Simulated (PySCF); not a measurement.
A structure optimised at B3LYP-D3(BJ)/def2-SVP, used in a PySCF frequency run:

```xyz
8

Zr     0.0000     0.0000     0.2723
Cl     0.0000     0.0000    -2.1261
O     -1.5742     0.9089     0.8931
H     -2.3364     1.3489     1.2727
O      1.5742     0.9089     0.8931
H      2.3364     1.3489     1.2727
O      0.0000    -1.8177     0.8931
H      0.0000    -2.6978     1.2727
```

Q: Write its SMILES, formula and point group.

A: [OH][Zr]([OH])([OH])[Cl], ClH3O3Zr, C3v

Q: What are its rotational constants (standard atomic weights)?

A: 2.7984, 1.6824, 1.6824 GHz
